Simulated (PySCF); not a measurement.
Isomers of C5H15NOSi2, mass 161.069 u with the commonest isotopes. Level of theory: PBE0/pcSseg-1 in PySCF (dipole) on a GFN2-xTB geometry, gas phase. One conformer each, none proved a minimum here; rigid rotors.

Question: Order these by dipole moment, largest first.
A. `[CH2:1]=[C:2]([CH3:3])[Si@H:4]([CH2:5][SiH2:6][NH2:7])[O:8][CH3:9]` with C1–C2–Si4–C5 124°, C2–Si4–C5–Si6 172°, Si4–C5–Si6–N7 49°, C5–Si6–N7–H -47° and 178°, C2–Si4–O8–C9 75°
B. `[CH3:1][CH2:2][O:3][Si@H:4](/[CH:5]=[CH:6]/[SiH3:7])[NH:8][CH3:9]` with C1–C2–O3–Si4 -174°, C2–O3–Si4–C5 -58°, O3–Si4–C5–C6 74°, O3–Si4–N8–C9 -175°
C. `[NH2:1][SiH2:2][SiH2:3][O:4][CH:5]1[CH2:6][CH2:7][CH2:8][CH2:9]1` with H–N1–Si2–Si3 -50° and 172°, N1–Si2–Si3–O4 76°, Si2–Si3–O4–C5 176°, Si3–O4–C5–C6 82°, O4–C5–C6–C7 96°, C5–C6–C7–C8 39°, C6–C7–C8–C9 -41°, C7–C8–C9–C5 28°
D. `[CH3:1][NH:2][C:3](=[O:4])[C@@H:5]([SiH3:6])[CH2:7][SiH2:8][CH3:9]` with C1–N2–C3–O4 -2°, N2–C3–C5–Si6 -177°, C3–C5–C7–Si8 -60°, C5–C7–Si8–C9 50°
E. `[CH3:1][CH2:2]/[CH:3]=[CH:4]/[CH2:5][Si@H:6]([OH:7])[NH:8][SiH3:9]` with C1–C2–C3–C4 -117°, C3–C4–C5–Si6 101°, C4–C5–Si6–O7 64°, C5–Si6–O7–H -175°, C5–Si6–N8–Si9 -69°

Answer: D (3.99 D), C (1.52 D), E (1.20 D), A (0.80 D), B (0.56 D).

Question: Order these by rotational constant B, largest first.
A. `[CH3:1][CH2:2]/[CH:3]=[CH:4]/[CH2:5][Si@H:6]([OH:7])[NH:8][SiH3:9]` with C1–C2–C3–C4 -117°, C3–C4–C5–Si6 101°, C4–C5–Si6–O7 64°, C5–Si6–O7–H -175°, C5–Si6–N8–Si9 -69°
B. `[NH2:1][SiH2:2][SiH2:3][O:4][CH:5]1[CH2:6][CH2:7][CH2:8][CH2:9]1` with H–N1–Si2–Si3 -50° and 172°, N1–Si2–Si3–O4 76°, Si2–Si3–O4–C5 176°, Si3–O4–C5–C6 82°, O4–C5–C6–C7 96°, C5–C6–C7–C8 39°, C6–C7–C8–C9 -41°, C7–C8–C9–C5 28°
C. `[CH3:1][NH:2][C:3](=[O:4])[C@@H:5]([SiH3:6])[CH2:7][SiH2:8][CH3:9]` with C1–N2–C3–O4 -2°, N2–C3–C5–Si6 -177°, C3–C5–C7–Si8 -60°, C5–C7–Si8–C9 50°
D. `[CH2:1]=[C:2]([CH3:3])[CH2:4][CH2:5][O:6][Si@H:7]([NH2:8])[SiH3:9]` with C1–C2–C4–C5 85°, C2–C4–C5–O6 66°, C4–C5–O6–Si7 -130°, C5–O6–Si7–N8 173°, O6–Si7–N8–H -88° and 51°
E. `[CH3:1][CH2:2][O:3][Si@H:4](/[CH:5]=[CH:6]/[SiH3:7])[NH:8][CH3:9]` with C1–C2–O3–Si4 -174°, C2–O3–Si4–C5 -58°, O3–Si4–C5–C6 74°, O3–Si4–N8–C9 -175°
F. `[CH2:1]=[C:2]([CH3:3])[Si@H:4]([CH2:5][SiH2:6][NH2:7])[O:8][CH3:9]` with C1–C2–Si4–C5 124°, C2–Si4–C5–Si6 172°, Si4–C5–Si6–N7 49°, C5–Si6–N7–H -47° and 178°, C2–Si4–O8–C9 75°
G. `[CH3:1][CH:2]([CH3:3])[O:4][Si@H:5]1[CH2:6][Si@@H:7]([NH2:8])[CH2:9]1` with C1–C2–O4–Si5 -57°, C2–O4–Si5–C6 -168°, C6–Si7–N8–H -61° and 164°

Answer: C (1029 MHz), D (789.1 MHz), F (714.3 MHz), E (642.2 MHz), A (604.2 MHz), G (552.4 MHz), B (522.8 MHz).

Question: Order these by radius of gyration √(Σ m r²/M), smallest first.
A. `[CH3:1][CH2:2][O:3][Si@H:4](/[CH:5]=[CH:6]/[SiH3:7])[NH:8][CH3:9]` with C1–C2–O3–Si4 -174°, C2–O3–Si4–C5 -58°, O3–Si4–C5–C6 74°, O3–Si4–N8–C9 -175°
B. `[NH2:1][SiH2:2][SiH2:3][O:4][CH:5]1[CH2:6][CH2:7][CH2:8][CH2:9]1` with H–N1–Si2–Si3 -50° and 172°, N1–Si2–Si3–O4 76°, Si2–Si3–O4–C5 176°, Si3–O4–C5–C6 82°, O4–C5–C6–C7 96°, C5–C6–C7–C8 39°, C6–C7–C8–C9 -41°, C7–C8–C9–C5 28°
C. `[CH3:1][NH:2][C:3](=[O:4])[C@@H:5]([SiH3:6])[CH2:7][SiH2:8][CH3:9]` with C1–N2–C3–O4 -2°, N2–C3–C5–Si6 -177°, C3–C5–C7–Si8 -60°, C5–C7–Si8–C9 50°
D. `[CH2:1]=[C:2]([CH3:3])[Si@H:4]([CH2:5][SiH2:6][NH2:7])[O:8][CH3:9]` with C1–C2–Si4–C5 124°, C2–Si4–C5–Si6 172°, Si4–C5–Si6–N7 49°, C5–Si6–N7–H -47° and 178°, C2–Si4–O8–C9 75°
E. `[CH3:1][CH:2]([CH3:3])[O:4][Si@H:5]1[CH2:6][Si@@H:7]([NH2:8])[CH2:9]1` with C1–C2–O4–Si5 -57°, C2–O4–Si5–C6 -168°, C6–Si7–N8–H -61° and 164°
F. `[CH3:1][CH2:2]/[CH:3]=[CH:4]/[CH2:5][Si@H:6]([OH:7])[NH:8][SiH3:9]` with C1–C2–C3–C4 -117°, C3–C4–C5–Si6 101°, C4–C5–Si6–O7 64°, C5–Si6–O7–H -175°, C5–Si6–N8–Si9 -69°
G. `[CH2:1]=[C:2]([CH3:3])[CH2:4][CH2:5][O:6][Si@H:7]([NH2:8])[SiH3:9]` with C1–C2–C4–C5 85°, C2–C4–C5–O6 66°, C4–C5–O6–Si7 -130°, C5–O6–Si7–N8 173°, O6–Si7–N8–H -88° and 51°

Answer: C (2.258 Å), G (2.326 Å), D (2.440 Å), E (2.539 Å), B (2.615 Å), F (2.664 Å), A (2.758 Å).

```tsv
SMILES	point group	Ia (u·Å²)	Ib (u·Å²)	Ic (u·Å²)	κ	μa (D)	μb (D)	μc (D)
CC/C=C/C[Si@H](O)N[SiH3]	C1	371.43	836.42	1078.29	-0.70	0.38	0.30	1.10
C=C(C)CCO[Si@H](N)[SiH3]	C1	349.83	640.46	752.60	-0.70	0.80	0.80	0.45
CNC(=O)[C@@H]([SiH3])C[SiH2]C	C1	427.86	491.31	723.35	0.37	1.56	2.41	2.77
N[SiH2][SiH2]OC1CCCC1	C1	220.83	966.63	1014.56	-0.97	1.25	0.86	0.04
CC(C)O[Si@H]1C[Si@@H](N)C1	C1	199.88	914.91	962.42	-0.97	0.26	0.37	1.04
CCO[Si@H](/C=C/[SiH3])NC	C1	464.89	786.90	1197.91	-0.34	0.35	0.06	0.44
C=C(C)[Si@H](C[SiH2]N)OC	C1	288.61	707.50	922.26	-0.72	0.14	0.14	0.77
```
